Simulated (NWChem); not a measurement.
System: CH4ClFOSi; SMILES CO[SiH](F)Cl

Here is an NWChem input.

```
start job
memory heap 200 mb stack 900 mb global 1100 mb
geometry units angstroms noautoz
  Si     0.290185    -0.082300     0.379816
  F      1.783642     0.082501    -0.253478
  Cl    -0.426255    -1.943467    -0.097451
  O     -0.742506     1.011443    -0.304182
  C     -0.618774     2.419933    -0.159581
  H      0.416539     0.085027     1.855426
  H      0.263998     2.810071    -0.711664
  H     -0.529353     2.726421     0.907610
  H     -1.529604     2.892446    -0.577715
end
basis spherical
  Si library aug-pcseg-1
  F library aug-pcseg-1
  Cl library aug-pcseg-1
  O library aug-pcseg-1
  C library aug-pcseg-1
  H library aug-pcseg-1
end
dft
  xc xtpss03 ctpss03
  iterations 150
  mulliken
end
task dft energy
```

Parts of the log:

```
             Northwest Computational Chemistry Package (NWChem) 7.3.0
             --------------------------------------------------------

 C1  symmetry detected

                             Geometry "geometry" -> ""
                             -------------------------

 Output coordinates in angstroms (scale by  1.889725989 to convert to a.u.)

  No.       Tag          Charge          X              Y              Z
 ---- ---------------- ---------- -------------- -------------- --------------
    1 Si                  14.0000     0.26701092    -0.05719109     0.38135186
    2 F                    9.0000     1.74764237     0.09237600    -0.28497740
    3 Cl                  17.0000    -0.50032034    -1.89077793    -0.12280558
    4 O                    8.0000    -0.75867485     1.07424512    -0.24983631
    5 C                    6.0000    -0.60152386     2.47586671    -0.07426976
    6 H                    1.0000     0.43306602     0.07089241     1.85695644
    7 H                    1.0000     0.27552665     2.86125028    -0.63867353
    8 H                    1.0000    -0.47944718     2.75391705     0.99746385
    9 H                    1.0000    -1.51209206     2.97729513    -0.45787237

 Effective nuclear repulsion energy (a.u.)     303.4404500263

                                 NWChem DFT Module
                                 -----------------

 Summary of "ao basis" -> "ao basis" (spherical)
 ------------------------------------------------------------------------------
       Tag                 Description            Shells   Functions and Types
 ---------------- ------------------------------  ------  ---------------------
 Si                       aug-pcseg-1               11       27   5s4p2d
 F                        aug-pcseg-1                9       23   4s3p2d
 Cl                       aug-pcseg-1               11       27   5s4p2d
 O                        aug-pcseg-1                9       23   4s3p2d
 C                        aug-pcseg-1                9       23   4s3p2d
 H                        aug-pcseg-1                5        9   3s2p

            General Information
            -------------------
          SCF calculation type: DFT
          Wavefunction type:  closed shell.
          No. of atoms     :     9
          No. of electrons :    58
           Alpha electrons :    29
            Beta electrons :    29
          Charge           :     0
          Spin multiplicity:     1
          Use of symmetry is: off; symmetry adaption is: off
          Maximum number of iterations: 150
          AO basis - number of functions:   159
                     number of shells:    69
          Convergence on energy requested:  1.00D-06
          Convergence on density requested:  1.00D-05
          Convergence on gradient requested:  5.00D-04

              XC Information
              --------------
                  TPSS metaGGA Exchange Functional  1.000
             TPSS03 metaGGA Correlation Functional  1.000

             Grid Information
             ----------------
          Grid used for XC integration:  medium
          Radial quadrature: Mura-Knowles
          Angular quadrature: Lebedev.
          Tag              B.-S. Rad. Rad. Pts. Rad. Cut. Ang. Pts.
          ---              ---------- --------- --------- ---------
          Si                  1.10       88          16.0       590
          F                   0.50       49          15.0       434
          Cl                  1.00       88          17.0       590
          O                   0.60       49          12.0       434
          C                   0.70       49          15.0       434
          H                   0.35       45          16.0       434
          Grid pruning is: on
          Number of quadrature shells:   503
          Spatial weights used:  Erf1

      Superposition of Atomic Density Guess
      -------------------------------------

 Sum of atomic energies:        -961.97677835

      Non-variational initial energy
      ------------------------------

 Total energy =    -963.598766
 1-e energy   =   -1934.192514
 2-e energy   =     667.153298
 HOMO         =      -0.398722
 LUMO         =       0.022566

     ---------------------------------------------
      Total Density - Mulliken Population Analysis
     ---------------------------------------------

    Atom       Charge   Shell Charges
 -----------   ------   -------------------------------------------------------
    1 Si  14    11.66   2.00  2.00  0.74 -0.15 -0.04  5.99  1.16 -0.17 -0.01  0.22 -0.11
    2 F    9     9.68   2.00  0.96  1.00 -0.07  3.60  2.13  0.05  0.00  0.00
    3 Cl  17    17.76   2.00  2.00  1.20  0.77  0.02  6.00  3.88  1.78  0.08  0.01  0.02
    4 O    8     9.59   2.00  0.91  0.93  0.11  3.13  2.11  0.35  0.01  0.04
    5 C    6     6.05   2.00  0.75  0.42  0.08  1.83  0.94  0.00  0.05 -0.02
    6 H    1     1.09   0.70  0.33 -0.01  0.01  0.06
    7 H    1     0.73   0.71 -0.04 -0.01  0.02  0.05
    8 H    1     0.72   0.71 -0.05 -0.01  0.02  0.05
    9 H    1     0.73   0.71 -0.05  0.00  0.02  0.04

   convergence    iter        energy       DeltaE   RMS-Dens  Diis-err
 ---------------- ----- ----------------- --------- --------- ---------
 d= 0,ls=0.0,diis     1   -965.3205881847 -1.27D+03  1.77D-02  8.95D-01
 d= 0,ls=0.0,diis     2   -965.1421641240  1.78D-01  9.61D-03  3.00D+00
 d= 0,ls=0.0,diis     3   -965.4221865854 -2.80D-01  2.10D-03  4.12D-02
 d= 0,ls=0.0,diis     4   -965.4240557197 -1.87D-03  1.00D-03  1.46D-02
 d= 0,ls=0.0,diis     5   -965.4260820528 -2.03D-03  1.84D-04  4.63D-04
  Resetting Diis
 d= 0,ls=0.0,diis     6   -965.4261420609 -6.00D-05  5.18D-05  7.39D-05
 d= 0,ls=0.0,diis     7   -965.4261481997 -6.14D-06  4.66D-05  9.05D-06
 d= 0,ls=0.0,diis     8   -965.4261454031  2.80D-06  3.12D-05  4.00D-05
 d= 0,ls=0.0,diis     9   -965.4261490548 -3.65D-06  3.78D-06  2.11D-07
 d= 0,ls=0.0,diis    10   -965.4261490812 -2.64D-08  8.50D-07  1.21D-08

         Total DFT energy =     -965.426149081213
      One electron energy =    -1937.344476090238
           Coulomb energy =      743.743864866594
    Exchange-Corr. energy =      -75.265987883850
 Nuclear repulsion energy =      303.440450026282

 Numeric. integr. density =       57.999997548819

                       DFT Final Molecular Orbital Analysis
                       ------------------------------------

 Vector   27  Occ=2.000000D+00  E=-3.069209D-01
              MO Center= -4.4D-01, -1.5D+00, -5.0D-02, r^2= 2.3D+00
   Bfn.  Coefficient  Atom+Function         Bfn.  Coefficient  Atom+Function
  ----- ------------  ---------------      ----- ------------  ---------------
    61      0.599714  3 Cl pz                64      0.319552  3 Cl pz
    59      0.317098  3 Cl px                60     -0.259842  3 Cl py
    58     -0.231504  3 Cl pz                62      0.162294  3 Cl px
    63     -0.133978  3 Cl py                81     -0.129229  4 O  s
    56     -0.122329  3 Cl px               104      0.113262  5 C  s

 Vector   28  Occ=2.000000D+00  E=-2.968821D-01
              MO Center= -5.5D-01,  8.9D-01,  1.5D-03, r^2= 3.6D+00
   Bfn.  Coefficient  Atom+Function         Bfn.  Coefficient  Atom+Function
  ----- ------------  ---------------      ----- ------------  ---------------
    82      0.381191  4 O  px                85      0.265931  4 O  px
    84      0.257729  4 O  pz                61      0.250614  3 Cl pz
   151      0.203099  9 H  s                 87      0.183425  4 O  pz
   124     -0.176856  6 H  s                105     -0.171116  5 C  px
   108     -0.159300  5 C  px                11     -0.142940  1 Si pz

 Vector   29  Occ=2.000000D+00  E=-2.785105D-01
              MO Center= -5.1D-01,  1.3D+00, -1.1D-01, r^2= 2.3D+00
   Bfn.  Coefficient  Atom+Function         Bfn.  Coefficient  Atom+Function
  ----- ------------  ---------------      ----- ------------  ---------------
    84      0.466547  4 O  pz                87      0.360187  4 O  pz
    82     -0.282500  4 O  px                85     -0.217283  4 O  px
   133      0.215135  7 H  s                142     -0.184120  8 H  s
   107     -0.162940  5 C  pz                59      0.157551  3 Cl px
   110     -0.144741  5 C  pz               105      0.105623  5 C  px

 Vector   30  Occ=0.000000D+00  E=-2.213738D-02
              MO Center= -8.1D-02,  2.2D+00,  7.0D-01, r^2= 1.2D+01
   Bfn.  Coefficient  Atom+Function         Bfn.  Coefficient  Atom+Function
  ----- ------------  ---------------      ----- ------------  ---------------
   104      1.348897  5 C  s                144     -0.793214  8 H  s
   103      0.509584  5 C  s                153     -0.492333  9 H  s
     4      0.477887  1 Si s                 13     -0.430090  1 Si py
     5      0.356158  1 Si s                 55     -0.354354  3 Cl s
    81     -0.282674  4 O  s                135     -0.261009  7 H  s

 Vector   31  Occ=0.000000D+00  E=-1.376088D-02
              MO Center=  3.8D-01, -3.6D-01, -5.3D-01, r^2= 1.1D+01
   Bfn.  Coefficient  Atom+Function         Bfn.  Coefficient  Atom+Function
  ----- ------------  ---------------      ----- ------------  ---------------
     4      1.289120  1 Si s                135      0.789946  7 H  s
   104     -0.651470  5 C  s                  5      0.613130  1 Si s
    55     -0.553726  3 Cl s                153      0.476886  9 H  s
    16     -0.390274  1 Si py               125     -0.380670  6 H  s
   112     -0.349908  5 C  py                54     -0.319426  3 Cl s

[...]
```

Level: TPSS/aug-pcseg-1. All runs use the structure optimised with PBE-D3(BJ)/def2-SVP.
